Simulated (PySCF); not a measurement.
Species: C₅H₆Se.
Atom-mapped SMILES: `[CH:1]#[C:2][C@H:3]1[CH2:4][CH2:5][Se:6]1` (hydrogens: H7 on C1; H8 on C3; H9, H10 on C4; H11, H12 on C5)

Level: B3LYP/def2-SVPD in PySCF, non-relativistic, on one gas-phase PBE0-D3(BJ)/def2-SVP geometry that isn't relaxed in the solvent. The solvent is an IEF-PCM continuum (Bondi radii, 1.10 Å for H, scaled by 1.2). Only the electrostatic response of the medium enters. Spin–orbit coupling is left out although an atom past zinc is present.

Gas phase at B3LYP/def2-SVPD: HOMO -6.07 eV, LUMO -1.24 eV, dipole 1.63 D.

Task: What does the continuum do to the energy, the frontier levels and the dipole at B3LYP/def2-SVPD in chloroform and acetonitrile?

Result: 
| solvent | ε | E(solvent) − E(gas) (kJ/mol) | polarisation term (kJ/mol) | distortion of the solute (kJ/mol) | HOMO (eV) | LUMO (eV) | dipole (D) |
| --- | --- | --- | --- | --- | --- | --- | --- |
| chloroform | 4.711 | -13.22 | -14.75 | 1.53 | -6.13 | -1.21 | 2.15 |
| acetonitrile | 35.69 | -18.59 | -21.75 | 3.16 | -6.18 | -1.23 | 2.40 |

The polarisation term is half the interaction of the solute with the surface charges that it induces; the rest is the cost of distorting the solute's density. The sum is the electrostatic part of solvation alone. From chloroform to acetonitrile the lowering changes by a factor 1.41, Onsager's factor (ε − 1)/(2ε + 1) by 1.35 and ε itself by 7.6.

Task: Which radius a makes the point-dipole formula ΔE = −[(ε − 1)/(2ε + 1)]·μ²/a³ give the value in acetonitrile, with the gas-phase dipole?

Result: μ = 0.640 au and |ΔE| = 0.00708 Eh give a = 1.60 Å; the farthest nucleus lies 3.72 Å from the centroid of the nuclei, so such a sphere wouldn't even hold the nuclei. The formula assumes a rigid point dipole at the centre of a sphere.

Task: How does the static polarisability (B3LYP/def2-SVPD, frozen core, with the continuum's full static response) change?

Result: 
| medium | isotropic (au) | principal values (au) | ⟨r²⟩ of the electrons (bohr²) |
| --- | --- | --- | --- |
| gas | 86.1 | 69.8, 80.8, 107.6 | 836.5 |
| chloroform | 110.2 | 89.5, 104.1, 137.0 | 835.9 |
| acetonitrile | 122.2 | 100.4, 116.0, 150.1 | 835.6 |

The isotropic value in acetonitrile is 1.42 times the gas-phase one; no cavity-field correction is applied. ⟨r²⟩ is taken about the centre of nuclear charge.

The run took about 40 s of CPU time (one thread, shared machine). This is the whole response run at B3LYP/def2-SVPD in acetonitrile, SCF included.
